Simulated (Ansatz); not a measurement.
Cu(PH3)Br (CuPH₃Br): single points at one geometry.

```yaml
crystal:
  periodic: [false, false, false]
  atoms:
    - {symbol: Cu, position_ang: [-0.000445, 0.010292, -1.419279]}
    - {symbol: P, position_ang: [-0.000209, -0.003736, 0.751719]}
    - {symbol: H, position_ang: [1.227771, -0.109483, 1.435547]}
    - {symbol: H, position_ang: [-0.700760, -1.021961, 1.429345]}
    - {symbol: H, position_ang: [-0.526726, 1.104369, 1.445735]}
    - {symbol: Br, position_ang: [0.000360, 0.020540, -3.643057]}
basis:
  gaussian: {orbitals: def2-TZVPD, initial_orbitals: start.molden}
hamiltonian: {xc: r2scan, dispersion: d4}
scf: {omitted_lower_state_checks: [starts]}
output: {orbitals: {seedname: orbitals}}
```

The file start.molden holds the orbitals of an earlier run on this structure, at another level or in another basis.

```sh
$ ansatz run in.yaml --threads 4 --pin off --events-out ev --progress --plain --max-ram 3916MiB
```

It prints (some lines left out):

```
Functional definition: r2SCAN
1317 factors; their error is unknown
mean field evaluation 1: about -124026.1007 eV, gradient 1.4e1 eV
mean field evaluation 2: about -124026.2418 eV, gradient 3.5e-1 eV
mean field evaluation 4: about -124026.2112 eV, gradient 1.1e-1 eV
mean field evaluation 8: about -124026.2112 eV, gradient 7.5e-6 eV
mean field -124026.21119469 eV, -4557.8791934196 hartree, gradient 7.5e-6 eV, S^2 0.000000; 0 other end points of the search recorded, 0 dependent functions left out
reference -124026.21121412 eV, -4557.8791941334 hartree; 41, 41 occupied and 134, 134 virtual orbitals, 1317 factors
Total energy: -124026.24141422 eV, -4557.8803039669 hartree
Checks for a lower state left out: starts
```

Run time 5 s (4 threads of Arm Neoverse V2 on a shared host).

As the first input, with `gaussian: {orbitals: def2-TZVP, initial_orbitals: start.molden}`, `hamiltonian: {xc: {name: B3LYP}, dispersion: d4}` (abridged; 2.3 s):

```
Functional definition: B3LYP
mean field -124030.27547514 eV, -4558.0285529713 hartree, gradient 1.9e-5 eV, S^2 0.000000
Total energy: -124030.49383455 eV, -4558.0365775316 hartree
Checks for a lower state left out: starts
```

First input, but with `gaussian: {orbitals: def2-TZVP, initial_orbitals: start.molden}`, `hamiltonian: {xc: pbe}`, `correlation: {method: rpa, frozen_orbitals: {Br: 9, Cu: 9, H: 0, P: 5}}` and without the key `output` (abridged; 2.8 s):

```
Functional definition: PBE
mean field -124005.99708810 eV, -4557.1363387038 hartree, gradient 9.7e-6 eV, S^2 0.000000
23 core orbitals not correlated: weight in the atoms' cores, before any rotation towards them, 1.000 or more for the frozen orbitals, at most 0.000 for the correlated occupied ones
Total energy: -123950.33380518 eV, -4555.0907507864 hartree
Checks for a lower state left out: starts
```

The first input with `gaussian: {orbitals: def2-TZVP, initial_orbitals: start.molden}`, `hamiltonian: {xc: pbe, dispersion: d4}`, `output: {forces: true, orbitals: {seedname: orbitals}}` (abridged; 1.6 s):

```
Functional definition: PBE
mean field -124005.99710953 eV, -4557.1363394916 hartree, gradient 1.2e-5 eV, S^2 0.000000
Total energy: -124006.12986933 eV, -4557.1412183242 hartree
Atom 0 force     0.000105    -0.001662     0.186025 eV/Å
Atom 1 force    -0.000021     0.003867    -0.605644 eV/Å
Atom 2 force     0.197811    -0.017179     0.138020 eV/Å
Atom 3 force    -0.112840    -0.164117     0.137274 eV/Å
Atom 4 force    -0.084906     0.178505     0.138599 eV/Å
Atom 5 force    -0.000148     0.000586     0.005727 eV/Å
Dipole moment:    -0.000193    -0.008246     1.492830 e Å
Checks for a lower state left out: starts
```

The first input with `gaussian: {orbitals: def2-TZVP, initial_orbitals: start.molden}`, `hamiltonian: {xc: lda}` (abridged; 0.8 s):

```
Functional definition: SPW92
mean field -123820.66608057 eV, -4550.3255497989 hartree, gradient 1.2e-5 eV, S^2 0.000000
Total energy: -123820.66612203 eV, -4550.3255513228 hartree
Checks for a lower state left out: starts
```

The first input with `gaussian: {orbitals: def2-TZVP, initial_orbitals: start.molden}`, `hamiltonian: {xc: {name: CAM-B3LYP}, dispersion: d4}` (abridged; 2.6 s):

```
Functional definition: CAM-B3LYP
mean field -124033.94634443 eV, -4558.1634549295 hartree, gradient 1.5e-5 eV, S^2 0.000000
Total energy: -124034.06547537 eV, -4558.1678329106 hartree
Checks for a lower state left out: starts
```

As the first input, with `gaussian: {orbitals: def2-TZVP, initial_orbitals: start.molden}`, `hamiltonian: {xc: hf}` (abridged; 1.5 s):

```
Functional definition: HF
mean field -123918.38139543 eV, -4553.9165213864 hartree, gradient 1.2e-5 eV, S^2 0.000000
Total energy: -123918.38139543 eV, -4553.9165213864 hartree
Checks for a lower state left out: starts
```

Geometry: PBE0-D4/def2-TZVP.

B3LYP takes the VWN-RPA correlation. Correlated methods freeze 23 core orbitals; core or outer-core shells of Br are correlated, in sets that lack core-valence functions.
